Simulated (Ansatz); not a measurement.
`CC[SiH2]S` → H₂S + `CC[SiH]` at 298.15 K and 1 bar (silylene formation by 1,1-elimination).

Program: Ansatz. Geometries: PBE0-D4/def2-TZVP. ΔE: electronic, gas phase. CBS: MP2 limit from def2 TZ/QZ plus the TZ coupled-cluster correction, frozen cores. This one scheme is used for every species. One conformer a species, not always the lowest.

```csv
species,CCSD(T)/CBS energy (Eh),H − E (kJ/mol),S (J/(mol·K))
`CC[SiH2]S`,-767.80899,262.7,344.7
H₂S,-398.97279,49.9,205.7
`CC[SiH]`,-368.72354,201.6,291.2
```

H − E and S are ideal-gas, rigid-rotor, harmonic terms from PBE0-D4/def2-TZVP, for one conformer and one mirror image of each species. 1 Eh = 2625.50 kJ/mol, R = 8.31446 J/(mol·K).

Question: By hand: ΔE, ΔH, ΔS and ΔG.

Answer: ΔE = (-398.97279) + (-368.72354) − (-767.80899) = 0.11266 Eh = 295.8 kJ/mol. Δ(H − E) = 49.9 + 201.6 − 262.7 = -11.2, so ΔH = 284.6 kJ/mol. ΔS = 205.7 + 291.2 − 344.7 = 152.2 J/(mol·K). ΔG = 284.6 − 298.15 × (152.2)/1000 = 239.2 kJ/mol.

Question: By hand: the equilibrium constant, and the temperature at which ΔG would vanish if ΔH and ΔS stayed fixed.

Answer: log₁₀ K = −ΔG/(RT ln 10) = -41.9. ΔG = 0 at ΔH/ΔS = 1870 K.

The number of gas molecules changes by +1, which sets the sign of ΔS. A doubt of 5 kJ/mol in ΔE shifts log₁₀ K by 0.9 here. Other conformers and mirror images would add mixing entropy, several J/(mol·K) or more a flexible species. These are equilibria of isolated gas molecules and say nothing of rates. Largest T1 diagnostic: 0.012 (customary marks: 0.02 for closed shells, 0.045 for open ones).
